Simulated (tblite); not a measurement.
C₇H₇OP.
SMILES with atom numbers: `[CH:1]#[C:2][CH2:3][PH:4][c:5]1[cH:6][cH:7][cH:8][o:9]1` (hydrogens: H10 on C1; H11, H12 on C3; H13 on P4; H14 on C6; H15 on C7; H16 on C8)

Computed with GFN2-xTB (tblite), gas phase: L-BFGS steps from a force-field or distance-geometry start until the largest atomic force falls under 0.01 eV/Å.

Geometry at step 16:
```
atom  x, y, z in Å
C1      2.5257    1.5166   -0.2444
C2      2.2329    0.3553   -0.2773
C3      2.0112   -1.0702   -0.2254
P4      0.3696   -1.7326   -0.8471
C5     -0.8151   -0.5607   -0.1351
C6     -1.0322    0.7904   -0.0683
C7     -2.2457    0.9596    0.6384
C8     -2.6884   -0.2945    0.9380
O9     -1.8339   -1.2129    0.4791
H10     2.7774    2.5373   -0.2118
H11     2.7512   -1.5741   -0.8592
H12     2.1606   -1.3981    0.8128
H13     0.4471   -1.1070   -2.0975
H14    -0.4030    1.5567   -0.4725
H15    -2.7081    1.8918    0.8990
H16    -3.5569   -0.6486    1.4625
```

Q: Give the atomic forces at this geometry.

A: 
```json
{"atom": "C1", "Fx (eV/Å)": "-0.018", "Fy (eV/Å)": "0.053", "Fz (eV/Å)": "-0.004"}
{"atom": "C2", "Fx (eV/Å)": "0.035", "Fy (eV/Å)": "-0.048", "Fz (eV/Å)": "0.034"}
{"atom": "C3", "Fx (eV/Å)": "0.092", "Fy (eV/Å)": "0.075", "Fz (eV/Å)": "-0.009"}
{"atom": "P4", "Fx (eV/Å)": "-0.019", "Fy (eV/Å)": "0.075", "Fz (eV/Å)": "0.017"}
{"atom": "C5", "Fx (eV/Å)": "-0.149", "Fy (eV/Å)": "-0.105", "Fz (eV/Å)": "0.051"}
{"atom": "C6", "Fx (eV/Å)": "0.009", "Fy (eV/Å)": "-0.040", "Fz (eV/Å)": "-0.018"}
{"atom": "C7", "Fx (eV/Å)": "0.081", "Fy (eV/Å)": "0.012", "Fz (eV/Å)": "-0.003"}
{"atom": "C8", "Fx (eV/Å)": "0.057", "Fy (eV/Å)": "0.026", "Fz (eV/Å)": "0.050"}
{"atom": "O9", "Fx (eV/Å)": "-0.062", "Fy (eV/Å)": "0.002", "Fz (eV/Å)": "0.054"}
{"atom": "H10", "Fx (eV/Å)": "-0.090", "Fy (eV/Å)": "-0.088", "Fz (eV/Å)": "-0.063"}
{"atom": "H11", "Fx (eV/Å)": "0.061", "Fy (eV/Å)": "0.012", "Fz (eV/Å)": "0.094"}
{"atom": "H12", "Fx (eV/Å)": "-0.106", "Fy (eV/Å)": "-0.077", "Fz (eV/Å)": "-0.120"}
{"atom": "H13", "Fx (eV/Å)": "0.050", "Fy (eV/Å)": "0.117", "Fz (eV/Å)": "-0.010"}
{"atom": "H14", "Fx (eV/Å)": "0.016", "Fy (eV/Å)": "-0.003", "Fz (eV/Å)": "0.024"}
{"atom": "H15", "Fx (eV/Å)": "-0.009", "Fy (eV/Å)": "-0.064", "Fz (eV/Å)": "-0.055"}
{"atom": "H16", "Fx (eV/Å)": "0.052", "Fy (eV/Å)": "0.053", "Fz (eV/Å)": "-0.044"}
```

The largest, 0.19 eV/Å, acts on C5; the rms over all components is 0.062 eV/Å. The forces sum to zero within rounding, as they must for an isolated molecule in no field.

Q: Give the force on C5 in Eh/bohr and in nN.

A: 0.189 eV/Å ÷ 51.422 = 0.00368 Eh/bohr, and 0.189 eV/Å × 1.602 = 0.30 nN.

Q: How far is this geometry from the end of the optimisation?

A: 0.113 eV above it, and 0.683 Å rms away after alignment. The bonds farthest from their final lengths, with half the difference of the two atoms' forces along the bond (positive lengthens):

| bond | now (Å) | final (Å) | force along bond (eV/Å) |
| --- | --- | --- | --- |
| C5–O9 | 1.357 | 1.351 | -0.06 |
| C8–O9 | 1.336 | 1.341 | -0.03 |
| C3–P4 | 1.876 | 1.881 | +0.04 |
| P4–C5 | 1.812 | 1.808 | -0.01 |
| C2–C3 | 1.444 | 1.440 | -0.07 |
| C3–H12 | 1.099 | 1.095 | -0.04 |

The angle farthest from its final value is C2–C3–P4, 118.1° against 111.9°.

The cost below is that of the whole relaxation. Time: 0.9 s. Hardware: one thread of an Intel Xeon 6975P-C, no GPU (shared host).
